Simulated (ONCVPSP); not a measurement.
Which change was made? (Kr, ONCV)

* Element: krypton
* Generator: ONCVPSP 4.0.1
* Type: optimised norm-conserving Vanderbilt (ONCV)
* Functional: PBE
* Relativity: scalar-relativistic
* Frozen core: [Ar] 3d10
* Valence charge: 8
* Reference configuration: 4s2 4p6
* Partial waves: 4s: rc 1.25 bohr, ncon 3, nbas 7, qcut 5.6 1/bohr, 1 projector; 4p: rc 1.40 bohr, ncon 4, nbas 7, qcut 6.5 1/bohr, 1 projector
* Local potential: polynomial inside 1.15 bohr (lpopt 5, dvloc0 0 Ha)
* Core correction: Teter function, fcfact 4.25, rcfact 1.25

Cutoffs, loose and tight: the cutoffs (Ha) at which the residual kinetic energy of the hardest occupied pseudo-wave falls to 1 and 0.1 mHa per electron. They do not see the model core or the augmentation charge, which bear on the density cutoff. Test errors are all-electron minus pseudo excitation energies from the reference, over the configurations 4s2 4p5; 4s2 4p4; 4s2 4p3; 4s1 4p6; variants that change the core or the reference have their own tests.

The base gives: outcome: generated; cutoff, loose: 15 Ha; cutoff, tight: 26 Ha; bound ghosts: s; GHOST(+) flags above zero: none; largest test error (meV): +114.

Q: After one change the result is: outcome: generated; cutoff, loose: 20 Ha; cutoff, tight: 71 Ha; bound ghosts: s; GHOST(+) flags above zero: none; largest test error (meV): +133. Which change was it?
A. s: qcut 3.5; p: qcut 4.1
B. s: qcut 4.5; p: qcut 5.2
C. s: qcut 5; p: qcut 5.8
D. s: qcut 6.7; p: qcut 7.8

A: C. The others give: s: qcut 3.5; p: qcut 4.1 → outcome: generated; cutoff, loose: 80 Ha; cutoff, tight: 126 Ha; bound ghosts: s; GHOST(+) flags above zero: none; largest test error (meV): +189 | s: qcut 6.7; p: qcut 7.8 → outcome: failed: ERROR pspot: first pseudo wave function has node, program will stop | s: qcut 4.5; p: qcut 5.2 → outcome: generated; cutoff, loose: 41 Ha; cutoff, tight: 85 Ha; bound ghosts: s; GHOST(+) flags above zero: none; largest test error (meV): +152.
